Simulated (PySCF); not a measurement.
CH4AlClOS, singlet, at a GFN2-xTB geometry (such geometries of metal compounds can be far from the true shape).

Input for PySCF:
```python
from pyscf import gto, scf

mol = gto.M(
    atom='''
Al   -0.068862    0.061586    0.057097
Cl   -1.729360    1.058221    0.668871
O    -0.046461   -0.846892   -1.310302
C     0.057805   -1.634358   -2.463790
H    -0.388291   -2.613863   -2.281478
H    -0.467577   -1.149657   -3.289343
H     1.108134   -1.763479   -2.732104
S     1.798480    0.148152    1.207267
H     1.291236    0.947469    2.138734
''',
    basis='def2-sv(p)',
    charge=0,
    spin=0,
    verbose=4,
    max_memory=1800,
)

mf = scf.RHF(mol)
mf = mf.density_fit(auxbasis='def2-universal-jkfit')
mf.kernel()
```

What does this run give for the dipole moment, HOMO-LUMO gap, Mulliken (on the basis functions themselves) charges in atom order, number of basis functions, HOMO energy, nuclear repulsion energy?


```json
{
 "dipole_moment": "1.41 D",
 "HOMO-LUMO gap": "13.05 eV",
 "Mulliken (on the basis functions themselves) charges in atom order": "Al1 1.12, Cl2 -0.35, O3 -0.81, C4 0.01, H5 0.11, H6 0.12, H7 0.12, S8 -0.49, H9 0.18",
 "number_of_basis_functions": "90",
 "HOMO energy": "-10.35 eV",
 "nuclear_repulsion_energy": "324.3723 Eh"
}
```
